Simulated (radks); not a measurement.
Results of a calculation; reference values are marked as such.
Question: Radial electron density D(r) = 4 pi r^2 rho(r) of an atom or ion with 17 electrons. Code: a radial shooting solver on a logarithmic mesh with Libxc functionals. Model: scalar-relativistic Kohn-Sham, r2SCAN, spin-polarised, spherical densities, finite nucleus; meta-GGA in the generalised Kohn-Sham scheme; Fermi nuclear charge, rms radius of each element as measured or else 0.836 A^(1/3) + 0.57 fm.

```
   r/bohr * D(r) (the largest magnitude, 102, reaches the edge; | marks zero)
 0.001106 | *
 0.001373 |  *
 0.001703 |    *
 0.002114 |      *
 0.002624 |        *
 0.003256 |            *
 0.004042 |                *
 0.005016 |                     *
 0.006275 |                           *
 0.007788 |                                 *
 0.009666 |                                      *
    0.012 |                                          *
  0.01489 |                                            *
  0.01848 |                                           *
  0.02293 |                                         *
  0.02846 |                                      *
  0.03533 |                                       *
   0.0442 |                                             *
  0.05485 |                                                    *
  0.06808 |                                                      *
  0.08449 |                                              *
   0.1049 |                                *
   0.1301 |                     *
   0.1615 |                   *
   0.2005 |                     *
   0.2488 |                  *
   0.3113 |        *
   0.3863 |  *
   0.4794 *
    0.595 *
   0.7385 *
```

What is the nuclear charge?

Answer: Z = 63. The innermost maximum, from 1s, lies near gamma/Z bohr with gamma = sqrt(1 - (Z/c)^2) = 0.888, here 0.0141 bohr (found: 0.0154), and its height grows with Z. The density is that of the europium ion Eu46+ in [Ne] 3s2 3p5; the configuration itself is not fixed sharply by these data, and Z only to a few units. D(r) has 3 maxima, at r = 0.0154, 0.0644, 0.202 bohr, and minima at 0.0301, 0.149 bohr, inside which lie 1.97, 10.44 electrons.
